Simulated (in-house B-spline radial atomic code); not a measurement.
Ionisation energies with and without relativity, with size and susceptibility from the Dirac run. Dirac energy differences include first-order Breit, QED and recoil terms. NIST's values go from ground level to ground level; the uncertainty of those that are theory runs from under 0.1 % in few-electron ions to several per cent in heavy many-electron ones. Computed with an all-electron radial atomic-structure program (B-spline basis): non-relativistic Hartree-Fock and Dirac-Hartree-Fock, averages of the configuration (point nuclei without relativity, finite nuclei with it).

| ion | configuration | configuration after | ionisation non-relativistic (eV) | ionisation Dirac Breit and QED (eV) | tabulated value (eV) | tabulated kind | radius at density 0.001 (bohr) | diamagnetic susceptibility (10⁻⁶ cm³/mol) |
| --- | --- | --- | --- | --- | --- | --- | --- | --- |
| Mg6+ | [He] 2s2 2p2 | [He] 2s2 2p1 | 222.37 | 222.42 | 225.02 | semi-empirical | 1.653 | -1.3008 |
| Al6+ | [He] 2s2 2p3 | [He] 2s2 2p2 | ? | ? | ? | semi-empirical | ? | ? |
| Si6+ | [He] 2s2 2p4 | [He] 2s2 2p3 | 250.77 | 250.82 | 246.57 | semi-empirical | 1.574 | -1.4676 |
| P6+ | [He] 2s2 2p5 | [He] 2s2 2p4 | 265.18 | 265.23 | 263.57 | semi-empirical | 1.537 | -1.5173 |
| S6+ | [He] 2s2 2p6 | [He] 2s2 2p5 | ? | ? | ? | measured | ? | ? |
| Cl6+ | [Ne] 3s1 | [He] 2s2 2p6 | 113.36 | 113.69 | 114.2013 | measured | 2.35 | -2.7889 |
| Ar6+ | [Ne] 3s2 | [Ne] 3s1 | 121.86 | 122.26 | 124.41 | semi-empirical | 2.398 | -3.7089 |

Task: Fill in the row of Al6+.

Result: ionisation non-relativistic (eV): 236.50; ionisation Dirac Breit and QED (eV): 236.55; tabulated value (eV): 241.76; radius at density 0.001 (bohr): 1.612; diamagnetic susceptibility (10⁻⁶ cm³/mol): -1.3976.

Task: Fill in the row of S6+.

Result: ionisation non-relativistic (eV): 279.74; ionisation Dirac Breit and QED (eV): 279.79; tabulated value (eV): 280.954; radius at density 0.001 (bohr): 1.502; diamagnetic susceptibility (10⁻⁶ cm³/mol): -1.5514.
